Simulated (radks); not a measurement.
Results of a calculation; reference values are marked as such.
All-electron atom: the tantalum ion Ta+ in [Xe] 4f12 5d4 6s1 6p1 (not the ground configuration). Code: a radial shooting solver on a logarithmic mesh with Libxc functionals. Model: Dirac Kohn-Sham, BLYP, spin-unpolarised, spherical densities, point nucleus; open shells fill j = l - 1/2 first.

Spin-orbit splittings of the eigenvalues, e(l+1/2) - e(l-1/2), with zeta = 2 splitting/(2l+1) and mean radii in bohr:

shell  occ.  splitting (eV)  zeta (eV)  <r> j=l-1/2  <r> j=l+1/2
2p        6            1270      847.0      0.06487      0.07272
3p        6           273.4      182.3       0.1943       0.2089
3d       10           59.51      23.81       0.1830       0.1875
4p        6           63.68      42.45       0.4626       0.4950
4d       10           11.80      4.721       0.5117       0.5227
4f       12           2.158     0.6166       0.5964       0.6045
5p        6           9.910      6.606        1.169        1.264
5d        4          0.9315     0.3726        1.773        1.830
6p        1          0.9134     0.6089        3.496        3.781
